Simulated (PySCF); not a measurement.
Molecule: B(F)(Me)(nBu), SMILES CCCCB(C)F. Atoms near the plane z = 0.0 Å, at the GFN2-xTB optimised geometry (x, y, z in Å): B1 (0.3, -1.6, 0.0), F2 (1.6, -1.6, 0.0), C3 (-0.4, -3.0, 0.0), H4 (-1.5, -3.0, 0.0), H5 (-0.1, -3.6, 0.9), H6 (-0.2, -3.6, -0.9), C7 (-0.5, -0.2, 0.0), C8 (0.4, 1.0, -0.1), C9 (-0.4, 2.3, -0.2), H11 (-1.2, -0.2, -0.8), H12 (-1.1, -0.2, 0.9), H13 (1.1, 1.0, 0.8), H14 (1.0, 0.9, -1.0), H15 (0.3, 3.1, -0.4), H16 (-1.1, 2.3, -1.0), H19 (-1.6, 3.6, 1.1).

Calculation: B3LYP/def2-SVP (PySCF). Cells within 0.4 Å of a nucleus heavier than hydrogen are left out (blank, or x). The values are rescaled to run from 0 to 1.

```
|22222222222222222222222222222|
|22222222222222222222222222222|
|22222222222222222222222222222|
|22222222222222222222222222222|
|22222222222222222222222222222|
|22222222223333454222222222222|
|22222222223457998322222222222|
|22222222234899999322222222222|
|2222222223599x996222222222222|
|2222222223599x996322111222222|
|22222222223899999621111112222|
|222222222234899x9931111111122|
|222222222234899x9931111111112|
|22222222223999999721111111112|
|2222222222599x998310011111111|
|2222222222599x996310001111111|
|22222222224999999992000111111|
|222222222234999x99x9100111111|
|22222222223499xx9xx9200111111|
|22222222345699999999000111111|
|22222222389999999530000111111|
|2222222349999x995200001111111|
|22222222379999993211111111111|
|22222222234599952211111111112|
|22222222222234332211111111122|
|22222222222222222221111111222|
|22222222222222222222222222222|
|22222222222222222222222222222|
|22222222222222222222222222222|
```
Scale: ten equal steps from 0.000 (start of '0') to 1.00 (end of '9'), in the order '0123456789'; x runs from -6.00 to 6.00, y from -6.00 (bottom) to 6.00 (top).

Question: Which quantity is mapped?
A) electrostatic potential
B) deformation density (molecule minus spherical neutral atoms)
C) an orbital amplitude
D) electron localisation function

Answer: A, electrostatic potential. In full: electrostatic potential (hartree/e), clipped to [-0.08, 0.12].
